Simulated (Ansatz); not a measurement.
`[SiH3][SiH]1CO[SiH2]1`, charge 0, multiplicity 1.

**Question.** Give a relaxed structure at PBE0-D4/def2-TZVP (Ansatz 0.2.0). (An estimate is asked.)

**Answer.** The calculation gave: 
Z-matrix (Å, degrees):
```
Si
Si 1 2.334
H 1 1.489 2 111.3
H 1 1.488 2 110.3 3 120.7
H 1 1.488 2 109.0 3 -119.8
C 2 1.936 1 115.0 3 73.5
Si 2 2.324 1 119.2 3 155.2
H 2 1.490 1 111.3 3 -58.9
O 6 1.443 2 101.3 1 110.4
H 6 1.094 2 113.2 1 -131.9
H 6 1.094 2 114.8 1 -7.2
H 7 1.489 2 121.2 1 4.5
H 7 1.490 2 120.1 1 143.7
```
This is one stationary point; other conformers may exist.
